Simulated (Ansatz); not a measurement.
Ge₄O₅, relaxed as a singlet with RKS PBE-D4/def2-SVP in Ansatz, starting from the GFN2-xTB geometry. Force threshold 0.02 eV/Å.

The structure comes from a short search, and lower isomers may exist.

Start:

Cartesian coordinates in Å:
```
Ge -1.407 0.841 -0.748
Ge 1.993 -0.315 1.732
Ge -1.115 -1.880 1.246
Ge 1.808 0.360 -1.706
O 0.480 -1.286 1.739
O -2.323 2.130 -0.732
O 2.227 0.068 -0.007
O 0.041 0.682 -1.648
O -1.705 -0.601 0.123
```

| step | energy (eV) | largest force component (eV/Å) | SCF passes |
| --- | --- | --- | --- |
| 1 | -236232.4741 | 3.283 | 23 |
| 2 | -236232.7309 | 1.170 | 27 |
| 3 | -236232.7666 | 0.775 | 28 |
| 4 | -236232.8186 | 0.402 | 28 |
| 5 | -236232.8382 | 0.194 | 28 |
| 6 | -236232.8631 | 0.294 | 22 |
| 7 | -236232.8932 | 0.329 | 22 |
| 8 | -236232.9294 | 0.301 | 23 |
| 9 | -236232.9670 | 0.209 | 22 |
| 10 | -236233.0248 | 0.253 | 23 |
| 11 | -236233.1102 | 0.322 | 29 |
| 13 | -236233.4019 | 0.743 | 28 |
| 15 | -236233.8923 | 0.738 | 28 |
| 17 | -236234.1358 | 0.906 | 29 |
| 19 | -236234.1889 | 0.174 | 24 |
| 21 | -236234.2088 | 0.180 | 23 |
| 23 | -236234.2686 | 0.661 | 27 |
| 25 | -236234.4018 | 0.322 | 28 |
| 27 | -236234.4360 | 0.290 | 28 |
| 29 | -236234.4531 | 0.021 | 23 |
| 31 | -236234.4538 | 0.034 | 21 |
| 33 | -236234.4555 | 0.041 | 21 |
| 35 | -236234.4564 | 0.036 | 21 |
| 37 | -236234.4566 | 0.015 | 23 |

Force components are those of the run's own axes.

End:

```xyz
9

Ge   -0.4819   -0.4102    0.1294
Ge    1.3175    2.1965    1.0433
Ge   -2.4134   -2.1342    0.6926
Ge    1.8755    0.5978   -1.9420
O    -0.5817   -2.0179    0.9708
O     0.0114    0.9239    1.1930
O     2.0570    1.7776   -0.5670
O     0.4884   -0.4424   -1.3578
O    -2.2728   -0.4912   -0.1624
```

Bonds lost: Ge2–O5 (atoms count from 1). Bonds formed: Ge1–Ge3, Ge1–O5, Ge2–O6 (atoms count from 1). The end is the same structure that another start reached, the lowest one found.

The force fell under the threshold at step 34, but the optimiser went on. No frequencies were taken in this run, so the end may be a saddle point.

Run time 1.7 min (4 threads of Arm Neoverse V2 on a shared host).
